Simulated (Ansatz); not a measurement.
Consider the formal exchange of groups at the Si–O bond: `O[SiH](O)O` + `[OH][GeH2][NH]CF` → `[OH][GeH2][NH][SiH](O)O` + `OCF`.

Calculated with Ansatz (gas phase, PBE0-D4/def2-TZVP geometries, no zero-point term in ΔE). CBS: MP2 limit from def2 TZ/QZ plus the TZ coupled-cluster correction, frozen cores. DFT in def2-TZVPP. B3LYP here is the variant with VWN-RPA as its local correlation; programs differ in this. For Ge outer-core shells are correlated without core-valence functions, which leaves a few kJ/mol of doubt a bond. Scalar relativity is left out up to krypton. One conformer a species, not always the lowest.

Question: Is it downhill or uphill in electronic energy at CCSD(T)/CBS, and by how much? (Best estimate.)

Answer: Ansatz gave: Uphill: ΔE = +10.9 kcal/mol.

Question: What do these levels give: B2PLYP, r2SCAN, B3LYP, MP2/def2-TZVPP, CCSD(T)/def2-TZVPP, HF/def2-QZVPP? (Best estimate.)

Answer: The calculation gave: B2PLYP 11.6, r2SCAN 11.0, B3LYP 12.0, MP2/def2-TZVPP 11.1, CCSD(T)/def2-TZVPP 10.4, HF/def2-QZVPP 12.3 kcal/mol.

Largest T1 diagnostic among the species: 0.012.

The D4 term adds −1.5 kcal/mol with B3LYP and −0.8 kcal/mol with PBE0; it sums over pairs of atoms, weighted by their polarisabilities, and B3LYP, whose exchange is more repulsive, gets the larger term. In def2-TZVPP, CCSD(T) changes the Hartree–Fock value by −1.8 kcal/mol (the triples alone add −0.4 kcal/mol) and MP2 by −1.1 kcal/mol.
